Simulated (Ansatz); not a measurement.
Reaction: H4BSiO (SMILES BO[SiH2], doublet) → H4BSiO (SMILES [BH]O[SiH3], doublet)
Each species at its own B3LYP-D3(BJ)/def2-TZVP minimum (Ansatz, a program for electronic structure).

Property: isomerisation energy (electronic), in kJ/mol. UHF or UKS for unpaired electrons; spin-orbit terms are left out. CBS(X,Y): correlation extrapolated as X^-3, Hartree-Fock from the larger set. A bracket is a step between two methods taken in the basis named. The functionals are non-relativistic, so their misses hold any scalar relativity. Double hybrids freeze cores in their MP2 part. '+ core + X2C': CCSD(T) terms for core correlation (cc-pwCVTZ, 1s frozen past Ne) and scalar relativity (cc-pVTZ-DK).

CCSD(T)/CBS(cc-pV(T+d)Z,cc-pV(Q+d)Z) + [CCSDT(Q) - CCSD(T)]/cc-pV(D+d)Z + core + X2C (Ansatz) gives 47.0 kJ/mol.

Question: How far off this value is PBE/def2-TZVPD (Ansatz), in which direction, and which of these levels come nearer: r2SCAN/def2-TZVPD, B3LYP/def2-TZVPD, PBE0/def2-TZVPD, B2PLYP/def2-TZVPD, CCSD(T)/CBS(cc-pV(T+d)Z,cc-pV(Q+d)Z) + core + X2C?

Answer: PBE gives 51.4 kJ/mol, 4.4 kJ/mol above it. Differences of the others: r2SCAN/def2-TZVPD (Ansatz) -2.1; B3LYP/def2-TZVPD (Ansatz) 1.8; PBE0/def2-TZVPD (Ansatz) 2.4; B2PLYP/def2-TZVPD (Ansatz) 1.5; CCSD(T)/CBS(cc-pV(T+d)Z,cc-pV(Q+d)Z) + core + X2C (Ansatz) -0.1 kJ/mol. Nearer than PBE: r2SCAN/def2-TZVPD, B3LYP/def2-TZVPD, PBE0/def2-TZVPD, B2PLYP/def2-TZVPD, CCSD(T)/CBS(cc-pV(T+d)Z,cc-pV(Q+d)Z) + core + X2C.
